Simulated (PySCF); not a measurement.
Mo(O)(OH)(Cl)2 (Cl₂HMoO₂), SMILES [O]=[Mo]([OH])([Cl])[Cl] (connectivity only; charge and spin as stated), neutral, multiplicity 2.

Geometry: r2SCAN-D4/def2-SVP. The spin state was assumed, not searched. The def2 effective core potentials stand for the cores of Mo; spin–orbit coupling is left out. The values are those of a single conformer.

Calculation: PySCF with r2SCAN-D4/def2-SVP.

Frequencies are harmonic and unscaled.

```tsv
mode	ν (cm⁻¹)	IR (km/mol)	moving atoms (share of kinetic energy)
1	77	1.0	O 47 %, H 24 %, Cl 15 %, Mo 13 %
2	103	3.2	Cl 79 %, Mo 11 %, O 9 %
3	152	1.7	O 74 %, Cl 25 %
4	156	7.3	O 38 %, Cl 30 %, Mo 24 %
5	254	0.6	O 75 %, Cl 14 %
6	398	0.5	Cl 54 %, H 25 %, Mo 15 %
7	413	21.2	Cl 69 %, Mo 25 %
8	451	171.1	H 48 %, Mo 20 %, O 17 %, Cl 15 %
9	550	161.6	H 81 %, O 17 %
10	737	98.2	O 78 %, Mo 16 %
11	1048	159.9	O 85 %, Mo 15 %
12	3766	203.3	H 94 %
```
